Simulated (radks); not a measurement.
The numbers below are computed, except where a source is named.
How relativity changes the ionisation of neutral samarium ([Xe] 4f6 6s2) to Sm+ ([Xe] 4f6 6s1). Spin-unpolarised spherical Kohn-Sham, PBE, point nucleus unless stated (finite: rms radius 5.0819 fm), a radial shooting solver on a logarithmic mesh with Libxc functionals. A level marked "c x" has the speed of light scaled by that factor and shares open shells by 2j + 1; other Dirac levels either fill j = l - 1/2 first or share by 2j + 1.

| level | E(Sm) (hartree) | E(Sm+) (hartree) | IE (eV) | HOMO | <r> HOMO (bohr) |
|---|---|---|---|---|---|
| non-rel. | -10037.5706 | -10037.3644 | 5.613 | 6s | 4.571 |
| scalar-rel. | -10427.2126 | -10426.9940 | 5.947 | 4f | 1.020 |
| scalar-rel., finite nucleus | -10426.5288 | -10426.3103 | 5.946 | 4f | 1.020 |
| Dirac, 2j+1 shares | -10434.5059 | -10434.2873 | 5.948 | 4f7/2 | 1.031 |
| Dirac, low j first | -10434.5737 | -10434.3554 | 5.941 | 4f5/2 | 1.015 |
| Dirac, 2j+1 shares, finite nucleus | -10433.8184 | -10433.5999 | 5.948 | 4f7/2 | 1.031 |
| Dirac, c x 1.25 | -10281.7552 | -10281.5418 | 5.808 | 4f7/2 | 0.9954 |
| Dirac, c x 5 | -10051.9347 | -10051.7281 | 5.624 | 6s1/2 | 4.562 |
| Dirac, c x 100 | -10037.6064 | -10037.4002 | 5.613 | 6s1/2 | 4.571 |

NIST Atomic Spectra Database: 5.644 eV (measured). The relativistic part of the total energy of Sm is -396.2 hartree (Dirac, 2j+1 shares, finite nucleus), 3.9 % of the non-relativistic value. Spin polarisation and multiplet splitting of open shells are left out at every level.

Beside tabulated values, note that relativity, absent from the non-relativistic runs, is large for the heavy elements, and spin-unpolarised runs miss the spin-polarisation part of the exchange energy of open shells.
